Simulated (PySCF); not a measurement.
A side-by-side comparison of computed properties.

First species: C2H13NO2Si3.
Numbering: `[CH3:1][O:2][SiH:3]([O:4][CH3:5])[N:6]([SiH3:7])[SiH3:8]` (hydrogens: H9, H10, H11 on C1; H12 on Si3; H13, H14, H15 on C5; H16, H17, H18 on Si7; H19, H20, H21 on Si8)

Structure used (GFN2-xTB), in Å, numbered top down from 1:
```xyz
21
C2H13NO2Si3 angstrom
C     -1.3577   -2.6397   -0.4226
O     -1.6174   -1.3192   -0.0651
Si    -0.7667   -0.0469   -0.5687
O     -1.6807    1.1331    0.0459
C     -1.2794    2.4618    0.1574
N      0.8627   -0.0033    0.0603
Si     2.1164    0.7195   -0.9050
Si     1.0493   -0.5238    1.7146
H     -1.6408   -2.8156   -1.4632
H     -0.2987   -2.8791   -0.3053
H     -1.9497   -3.2874    0.2249
H     -0.6562    0.0232   -2.0252
H     -1.2933    2.9481   -0.8213
H     -0.2676    2.5304    0.5654
H     -1.9770    2.9727    0.8218
H      2.3716   -0.1287   -2.0748
H      1.6955    2.0550   -1.3504
H      3.3045    0.8204   -0.0629
H      0.1951    0.2611    2.6100
H      2.4576   -0.3141    2.0511
H      0.7236   -1.9505    1.8127
```

Second species: C₇H₁₆Si.
SMILES: `[C@@H](C)(C(C)C)[C@H]1[SiH2]C1`

Levels: PBE0/pcSseg-1 for dipole moment, HOMO energy, LUMO energy and HOMO–LUMO gap; GFN2-xTB for rotational constant A and rotational constant C. Geometries: GFN2-xTB. Each species is one conformer at its optimised geometry, gas phase, non-relativistic unless stated. Electronic properties by PySCF.

Dipoles, sizes and rotational constants follow the conformer. The torsions of the flexible species, by atom-mapped SMILES:
- `[CH3:1][O:2][SiH:3]([O:4][CH3:5])[N:6]([SiH3:7])[SiH3:8]`: C1–O2–Si3–O4 173°, O2–Si3–O4–C5 166°, O2–Si3–N6–Si7 149°
- `[CH3:1][CH:2]([CH3:3])[C@@H:4]([CH3:5])[C@@H:6]1[CH2:7][SiH2:8]1`: C1–C2–C4–C5 -52°, C2–C4–C6–C7 156°

```tsv
property	column X	column Y
dipole moment	1.44 D	0.09 D
HOMO energy	-7.66 eV	-6.65 eV
LUMO energy	0.14 eV	0.42 eV
HOMO–LUMO gap	7.80 eV	7.07 eV
rotational constant A	1.229 GHz	2.582 GHz
rotational constant C	0.785 GHz	0.895 GHz
```

**Question.** Which column belongs to which species?

**Answer.** Column X is the first species and column Y the second. The first has 21 atoms and 90 electrons, the second 24 and 72.

**Question.** How does each property change from the first species to the second?

**Answer.** dipole moment -1.35 D; HOMO energy +1.01 eV; LUMO energy +0.28 eV; HOMO–LUMO gap -0.73 eV; rotational constant A +1.353 GHz; rotational constant C +0.110 GHz.

On the first: A dipole of 1.44 D is allowed in C1, and pure rotational transitions are dipole-allowed. In atomic units the dipole is 0.57 e·bohr (1 au = 2.5417 D).

